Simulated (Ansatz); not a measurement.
Compare A (`[SiH3]CSSS`) with its isomer B (`SC[SiH2]SS`).

Isolated molecules relaxed with PBE0-D4/def2-TZVP in Ansatz; ΔE leaves out vibrations. CBS: MP2 limit from def2 TZ/QZ plus the TZ coupled-cluster correction, frozen cores. Functionals use def2-TZVPP. B3LYP here is the variant with VWN-RPA as its local correlation; programs differ in this. One conformer a species, not always the lowest.

A:

```xyz
11

Si    0.295   -0.044   -1.686
C    -0.152    0.974   -0.166
S    -1.640    0.387    0.686
S    -1.091   -1.407    1.454
S    -0.084   -1.040    3.209
H    -0.821    0.040   -2.662
H     1.532    0.509   -2.301
H     0.531   -1.461   -1.318
H     0.665    1.053    0.555
H    -0.400    1.995   -0.475
H     1.165   -1.006    2.705
```

B:

```xyz
11

S     1.175    2.411   -0.447
C    -0.279    1.364   -0.192
Si    0.296   -0.378    0.225
S    -1.455   -1.621    0.189
S    -0.514   -3.361    0.777
H     0.546    3.597   -0.457
H    -0.906    1.348   -1.086
H    -0.870    1.735    0.649
H     1.267   -0.866   -0.786
H     0.909   -0.420    1.574
H    -0.170   -3.809   -0.445
```

(1) Which isomer does CCSD(T)/CBS put lower? Give the gap. (Estimate.)

(2) Give E(B) − E(A) in kcal/mol with CCSD(T)/def2-TZVPP, B3LYP, HF/def2-TZVPP, CCSD/def2-TZVPP, B3LYP-D4, ωB97M-V, PBE0-D4. (An estimate is asked.)

Largest T1 diagnostic: 0.014.

Results:

(1) Ansatz gave: B, by 14.9 kcal/mol.

(2) Ansatz gave: CCSD(T)/def2-TZVPP -16.1, B3LYP -13.1, HF/def2-TZVPP -18.9, CCSD/def2-TZVPP -17.2, B3LYP-D4 -12.1, ωB97M-V -15.0, PBE0-D4 -13.4. None reverses the order clearly.

In def2-TZVPP, CCSD(T) changes the Hartree–Fock value by +2.8 kcal/mol (the triples alone add +1.1 kcal/mol) and MP2 by +2.8 kcal/mol. From PBE to PBE0 (25 % exact exchange), in def2-TZVPP and without D4, E(B) − E(A) moves by −2.9 kcal/mol.
